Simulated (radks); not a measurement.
The numbers below are computed, except where a source is named.
Successive ionisation energies (eV) of one element, from differences of total energies of ions in their ground configurations, starting at charge 0: 7.249, 14.879, 28.920, 45.890, 65.255, 128.31, 151.73, 176.07, 201.27, 228.56, 255.37, 309.76. Level of theory: Dirac Kohn-Sham, BLYP, spin-unpolarised, spherical densities, finite nucleus; open shells fill j = l - 1/2 first; Fermi nuclear charge, rms radius 3.6002 fm (a radial shooting solver on a logarithmic mesh with Libxc functionals). Which element is it?

Answer. Vanadium (Z = 23). The first species listed is V in [Ar] 3d3 4s2, the last V11+ in [Ne] 3s2.
